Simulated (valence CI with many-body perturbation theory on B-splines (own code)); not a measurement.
## Tc10+: calculated level list

Level of theory: relativistic CI+MBPT: five valence electrons over a frozen Dirac-Fock core [Ar] 3d10, radial functions for each j: 11 s, 11 p, 10 d, 8 f, 5 g, 2 h, with the one-electron correlation potential Σ1, the two-electron term Σ2, the three-electron term Σ3, Breit, model QED; selected CI, second order for the rest, scaled by the run's own slope (own B-spline code, finite nucleus).

No measured spectrum was set against this ion. As an estimate, levels hold to about 250 cm⁻¹ or 0.2 % of their energy and the worst to 1 %, as in measured heavy ions of charge 2 to 7; those with d or f electrons hold less well. Among the levels kept, up to 2700 cm⁻¹ of a level comes from second order outside the variational space, and about a tenth of that is noise between levels of different J, which matters for small intervals.

Levels 1 to 45 of 178, with energies above the lowest level, 4s²4p³ ⁴S°_3/2. "Leading %" is the weight of the configuration and term that name the level; weights of strongly mixed levels are sums over their largest components and can fall short.

```
No.  Configuration  Term    J  E (cm⁻¹)  Leading %      g  Second component
  1         4s²4p³   ⁴S°  3/2         0         78  1.842   14 % 4s²4p³ ²P°
  2         4s²4p³   ²D°  3/2     29426         70  1.042   14 % 4s²4p³ ²P°
  3         4s²4p³   ²D°  5/2     39602         97  1.200                  
  4         4s²4p³   ²P°  1/2     60629         97  0.665                  
  5         4s²4p³   ²P°  3/2     79595         69  1.250   22 % 4s²4p³ ²D°
  6          4s4p⁴    ⁴P  5/2    243880         87  1.579   6 % 4s²4p²4d ⁴P
  7          4s4p⁴    ⁴P  3/2    261640         88  1.700   6 % 4s²4p²4d ⁴P
  8          4s4p⁴    ⁴P  1/2    266610         84  2.617      7 % 4s4p⁴ ²S
  9          4s4p⁴    ²D  3/2    300160         75  0.870  10 % 4s²4p²4d ²D
 10          4s4p⁴    ²D  5/2    306410         80  1.221  11 % 4s²4p²4d ²D
 11          4s4p⁴    ²S  1/2    340630         52  1.554     27 % 4s4p⁴ ²P
 12          4s4p⁴    ²P  3/2    345510         61  1.293  28 % 4s²4p²4d ²P
 13          4s4p⁴    ²P  1/2    372880         39  1.144     28 % 4s4p⁴ ²S
 14       4s²4p²4d    ⁴F  3/2    381660         80  0.516   8 % 4s²4p²4d ⁴D
 15       4s²4p²4d    ⁴F  5/2    389240         70  1.106  20 % 4s²4p²4d ⁴D
 16       4s²4p²4d    ²F  5/2    400810         68  0.957  14 % 4s²4p²4d ⁴F
 17       4s²4p²4d    ⁴F  7/2    401550         82  1.255  13 % 4s²4p²4d ⁴D
 18       4s²4p²4d    ⁴D  1/2    406090         91  0.050                  
 19       4s²4p²4d    ⁴D  3/2    407700         77  1.113  12 % 4s²4p²4d ⁴F
 20       4s²4p²4d    ²F  7/2    408070         50  1.246  38 % 4s²4p²4d ⁴D
 21       4s²4p²4d    ⁴F  9/2    412280         83  1.300  15 % 4s²4p²4d ²G
 22       4s²4p²4d    ⁴D  5/2    417240         56  1.204  25 % 4s²4p²4d ²F
 23       4s²4p²4d    ⁴D  7/2    434390         41  1.228  29 % 4s²4p²4d ²F
 24       4s²4p²4d    ²P  3/2    434460         60  1.279     22 % 4s4p⁴ ²P
 25       4s²4p²4d    ²G  7/2    445960         70  0.973  21 % 4s²4p²4d ²F
 26       4s²4p²4d    ⁴P  5/2    452640         75  1.537   7 % 4s²4p²4d ²D
 27       4s²4p²4d    ²G  9/2    452880         82  1.145  15 % 4s²4p²4d ⁴F
 28       4s²4p²4d    ²P  1/2    455010         50  1.241  21 % 4s²4p²4d ⁴P
 29       4s²4p²4d    ⁴P  3/2    456670         56  1.454  17 % 4s²4p²4d ²D
 30       4s²4p²4d    ⁴P  1/2    464140         58  1.965  20 % 4s²4p²4d ²P
 31       4s²4p²4d    ²D  3/2    465190         65  1.035  21 % 4s²4p²4d ⁴P
 32       4s²4p²4d    ²D  5/2    478310         80  1.209      7 % 4s4p⁴ ²D
 33       4s²4p²4d    ²D  3/2    485710         73  0.899      9 % 4s4p⁴ ²D
 34       4s²4p²4d    ²P  1/2    491390         78  0.904  15 % 4s²4p²4d ²S
 35       4s²4p²4d    ²D  5/2    491630         84  1.181   5 % 4s²4p²4d ²F
 36       4s²4p²4d    ²F  5/2    497700         57  1.015  31 % 4s²4p²4d ²D
 37       4s²4p²4d    ²S  1/2    507990         62  1.861  10 % 4s²4p²4d ⁴P
 38       4s²4p²4d    ²P  3/2    509210         78  1.282   7 % 4s²4p²4d ²D
 39       4s²4p²4d    ²F  7/2    509520         93  1.138                  
 40       4s²4p²4d    ²D  3/2    530340         92  0.822                  
 41       4s²4p²4d    ²D  5/2    532840         63  1.104  30 % 4s²4p²4d ²F
 42            4p⁵   ²P°  3/2    560670         70  1.333  23 % 4s4p³4d ²P°
 43        4s4p³4d   ⁶D°  1/2    583350         94  3.280                  
 44        4s4p³4d   ⁶D°  3/2    583970         95  1.848                  
 45        4s4p³4d   ⁶D°  5/2    584640         93  1.638
```

Names give the largest LS component (configuration and term), which can be under half, so a name can repeat, a term be missing and a line seem to break the LS rules; names also repeat where a configuration has a term twice.

The ionisation energy to 4s²4p² ³P0 of the next ion comes out as 215.02 eV (NIST: 214 ± 2.4 eV (theoretical)). All 178 levels together are meant to be complete up to 877140 cm⁻¹.
